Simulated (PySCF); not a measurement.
**Molecular orbitals of KSi⁺**

M06-2X at R = 3.668 Å; PySCF, no relativity, basis sets K aug-pcseg-1, Si aug-pcseg-1. State: ³Π (triplet), unpaired electrons σ ↑, π ↑. Only the outer orbitals are listed, counted within each symmetry.

```json
{"spin": "α", "orbital": "7σ", "occ.": "1", "ε (eV)": "-46.38", "on K (%)": "100", "main shells (%)": "100 K s"}
{"spin": "α", "orbital": "3π", "occ.": "1", "ε (eV)": "-28.26", "on K (%)": "100", "main shells (%)": "100 K p"}
{"spin": "α", "orbital": "3π", "occ.": "1", "ε (eV)": "-28.25", "on K (%)": "100", "main shells (%)": "100 K p"}
{"spin": "α", "orbital": "8σ", "occ.": "1", "ε (eV)": "-28.23", "on K (%)": "99", "main shells (%)": "100 K p"}
{"spin": "α", "orbital": "9σ", "occ.": "1", "ε (eV)": "-17.87", "on K (%)": "2", "main shells (%)": "98 Si s"}
{"spin": "α", "orbital": "10σ", "occ.": "1", "ε (eV)": "-10.56", "on K (%)": "7", "main shells (%)": "92 Si p"}
{"spin": "α", "orbital": "4π", "occ.": "1", "ε (eV)": "-10.22", "on K (%)": "0", "main shells (%)": "99 Si p"}
{"spin": "α", "orbital": "4π", "occ.": "0", "ε (eV)": "-6.34", "on K (%)": "1", "main shells (%)": "98 Si p"}
{"spin": "α", "orbital": "11σ", "occ.": "0", "ε (eV)": "-4.86", "on K (%)": "97", "main shells (%)": "85 K s, 11 K p"}
{"spin": "α", "orbital": "5π", "occ.": "0", "ε (eV)": "-3.35", "on K (%)": "97", "main shells (%)": "92 K p"}
{"spin": "β", "orbital": "7σ", "occ.": "1", "ε (eV)": "-46.36", "on K (%)": "100", "main shells (%)": "100 K s"}
{"spin": "β", "orbital": "3π", "occ.": "1", "ε (eV)": "-28.26", "on K (%)": "100", "main shells (%)": "100 K p"}
{"spin": "β", "orbital": "3π", "occ.": "1", "ε (eV)": "-28.25", "on K (%)": "100", "main shells (%)": "100 K p"}
{"spin": "β", "orbital": "8σ", "occ.": "1", "ε (eV)": "-28.23", "on K (%)": "100", "main shells (%)": "100 K p"}
{"spin": "β", "orbital": "9σ", "occ.": "1", "ε (eV)": "-15.82", "on K (%)": "2", "main shells (%)": "98 Si s"}
{"spin": "β", "orbital": "10σ", "occ.": "0", "ε (eV)": "-6.34", "on K (%)": "32", "main shells (%)": "63 Si p, 26 K s"}
{"spin": "β", "orbital": "4π", "occ.": "0", "ε (eV)": "-6.22", "on K (%)": "6", "main shells (%)": "92 Si p"}
{"spin": "β", "orbital": "4π", "occ.": "0", "ε (eV)": "-5.79", "on K (%)": "10", "main shells (%)": "87 Si p"}
```

Which are the highest filled and the lowest empty level, where do they sit, and how wide is the gap?

Highest filled α 4π at -10.22 eV (in %: 99 Si p); lowest empty α 4π at -6.34 eV (in %: 98 Si p); the gap at M06-2X is 3.88 eV. Both belong to one degenerate shell, split only by its one-sided filling, so this is no excitation gap.

```json
{
 "bond order (Mayer)": "0.20",
 "⟨S²⟩": "2.003",
 "charge on K (Mulliken, basis-dependent)": "0.90",
 "charge on K (Löwdin, basis-dependent)": "0.76",
 "dipole moment (positive dipole points towards Si; it is taken about the centre of mass and depends on that origin)": "-5.11 D"
}
```

The state is the lowest determinant that a PBE0 search found; another state may lie lower at other levels.
